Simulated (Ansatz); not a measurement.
Basis-set series for `BN([SiH2]C)[SiH2][SiH3]`. Charge 0, multiplicity 1. All single points use the PBE0-D4/def2-TZVP geometry. It is one conformer, not always the lowest.

```csv
functional,basis,functions,energy (Eh),HOMO (eV),LUMO (eV)
PBE0-D4,def2-TZVPP,387,-993.03901,-7.79,-0.65
PBE0-D4,def2-QZVPP,741,-993.07631,-7.79,-0.70
ωB97M-V,def2-TZVPP,387,-993.40677,-9.87,1.16
ωB97M-V,def2-QZVPP,741,-993.44160,-9.87,0.99
```

(1) Give the rows for def2-SVP. (Estimate.)

Answers

(1) Computed: 
| functional | basis | functions | energy (Eh) | HOMO (eV) | LUMO (eV) |
| --- | --- | --- | --- | --- | --- |
| PBE0-D4 | def2-SVP | 156 | -992.59365 | -7.78 | -0.44 |
| ωB97M-V | def2-SVP | 156 | -992.95012 | -9.83 | 1.53 |

Positive LUMOs are unbound and depend on the basis.
